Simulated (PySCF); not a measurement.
Isomers of C4H8ClFSi2, mass 165.984 u with the commonest isotopes. The calculation used CAM-B3LYP/def2-SVPD in PySCF (dipole) on a GFN2-xTB geometry, gas phase. One conformer each, none proved a minimum here; rigid rotors.

Task: Order these by rotational constant C, largest first.
A. `[F:1][CH2:2][CH2:3][SiH2:4][C:5]#[C:6][SiH2:7][Cl:8]` with F1–C2–C3–Si4 -60°, C2–C3–Si4–C5 -61°
B. `C[SiH2]C#C[Si@@](C)(F)Cl`
C. `[F:1][SiH2:2][SiH2:3][C:4]1=[C:5]([Cl:6])[CH2:7][CH2:8]1` with F1–Si2–Si3–C4 175°, Si2–Si3–C4–C5 8°
D. `[F:1][C@@H:2]([Cl:3])[CH2:4][SiH2:5][C:6]#[C:7][SiH3:8]` with F1–C2–C4–Si5 62°, C2–C4–Si5–C6 59°

Result: C (521.6 MHz), B (424.6 MHz), D (399.0 MHz), A (388.0 MHz).

Task: Order these by out-of-plane moment Σ m c² = (Ia + Ib − Ic)/2, largest first.
A. `[F:1][C@@H:2]([Cl:3])[CH2:4][SiH2:5][C:6]#[C:7][SiH3:8]` with F1–C2–C4–Si5 62°, C2–C4–Si5–C6 59°
B. `C[SiH2]C#C[Si@@](C)(F)Cl`
C. `[F:1][CH2:2][CH2:3][SiH2:4][C:5]#[C:6][SiH2:7][Cl:8]` with F1–C2–C3–Si4 -60°, C2–C3–Si4–C5 -61°
D. `[F:1][SiH2:2][SiH2:3][C:4]1=[C:5]([Cl:6])[CH2:7][CH2:8]1` with F1–Si2–Si3–C4 175°, Si2–Si3–C4–C5 8°

Result: B (86.01 u·Å²), A (61.06 u·Å²), C (58.44 u·Å²), D (9.85 u·Å²).

Task: Order these by rotational constant A, smallest first.
A. `[F:1][SiH2:2][SiH2:3][C:4]1=[C:5]([Cl:6])[CH2:7][CH2:8]1` with F1–Si2–Si3–C4 175°, Si2–Si3–C4–C5 8°
B. `[F:1][CH2:2][CH2:3][SiH2:4][C:5]#[C:6][SiH2:7][Cl:8]` with F1–C2–C3–Si4 -60°, C2–C3–Si4–C5 -61°
C. `[F:1][C@@H:2]([Cl:3])[CH2:4][SiH2:5][C:6]#[C:7][SiH3:8]` with F1–C2–C4–Si5 62°, C2–C4–Si5–C6 59°
D. `[SiH2](C)C#C[Si@@](Cl)(C)F`

Result: C (1609 MHz), B (1819 MHz), A (1889 MHz), D (2004 MHz).

```
                     SMILES  point group  Ia (u·Å²)  Ib (u·Å²)  Ic (u·Å²)      κ  μa (D)  μb (D)  μc (D)
   C[SiH2]C#C[Si@@](C)(F)Cl           C1     252.18    1110.05    1190.20  -0.96    1.58    0.84    1.36
       FCC[SiH2]C#C[SiH2]Cl           C1     277.79    1141.71    1302.62  -0.92    0.02    0.82    1.28
   F[SiH2][SiH2]C1=C(Cl)CC1      near Cs     267.47     721.08     968.86  -0.74    2.98    1.02    0.04
F[C@@H](Cl)C[SiH2]C#C[SiH3]           C1     314.08    1074.70    1266.66  -0.88    2.05    0.73    1.14
```
